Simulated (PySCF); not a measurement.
## ZnSb⁺: frontier orbitals

M06-2X at R = 2.625 Å; basis Zn def2-SVP, Sb def2-SVP with ECP28; scalar-relativistic core potentials; PySCF 2.14. State: ³Σ⁻ (triplet), unpaired electrons π ↑↑. Only the outer orbitals are listed, counted within each symmetry, core potentials removing the inner ones.

```json
{"spin": "α", "orbital": "11σ", "occ.": "1", "ε (eV)": "-14.52", "on Zn (%)": "48", "main shells (%)": "47 Sb p, 45 Zn s"}
{"spin": "α", "orbital": "6π", "occ.": "1", "ε (eV)": "-12.90", "on Zn (%)": "3", "main shells (%)": "97 Sb p"}
{"spin": "α", "orbital": "6π", "occ.": "1", "ε (eV)": "-12.90", "on Zn (%)": "3", "main shells (%)": "97 Sb p"}
{"spin": "α", "orbital": "12σ", "occ.": "0", "ε (eV)": "-8.30", "on Zn (%)": "70", "main shells (%)": "52 Zn s, 31 Sb p, 18 Zn p"}
{"spin": "α", "orbital": "7π", "occ.": "0", "ε (eV)": "-3.99", "on Zn (%)": "92", "main shells (%)": "92 Zn p"}
{"spin": "α", "orbital": "7π", "occ.": "0", "ε (eV)": "-3.99", "on Zn (%)": "92", "main shells (%)": "92 Zn p"}
{"spin": "β", "orbital": "10σ", "occ.": "1", "ε (eV)": "-19.16", "on Zn (%)": "13", "main shells (%)": "86 Sb s, 9 Zn s"}
{"spin": "β", "orbital": "11σ", "occ.": "1", "ε (eV)": "-13.63", "on Zn (%)": "69", "main shells (%)": "69 Zn s, 20 Sb p, 10 Sb s"}
{"spin": "β", "orbital": "12σ", "occ.": "0", "ε (eV)": "-7.78", "on Zn (%)": "48", "main shells (%)": "53 Sb p, 26 Zn p, 21 Zn s"}
{"spin": "β", "orbital": "6π", "occ.": "0", "ε (eV)": "-7.60", "on Zn (%)": "7", "main shells (%)": "92 Sb p"}
{"spin": "β", "orbital": "6π", "occ.": "0", "ε (eV)": "-7.60", "on Zn (%)": "7", "main shells (%)": "92 Sb p"}
```

**Question.** Which are the highest filled and the lowest empty level, where do they sit, and how wide is the gap?

**Answer.** Highest filled α 6π at -12.90 eV (in %: 97 Sb p); lowest empty α 12σ at -8.30 eV (in %: 52 Zn s, 31 Sb p, 18 Zn p); the gap at M06-2X is 4.60 eV.

| Property | Result |
| --- | --- |
| bond order (Mayer) | 1.01 |
| ⟨S²⟩ | 2.109 |
| charge on Zn (Mulliken, basis-dependent) | 0.63 |
| charge on Zn (Löwdin, basis-dependent) | 0.68 |
| dipole moment (positive dipole points towards Sb; it is taken about the centre of mass and depends on that origin) | -3.75 D |

Spin–orbit coupling is left out. The state is the lowest determinant that a PBE0 search found; another state may lie lower at other levels.
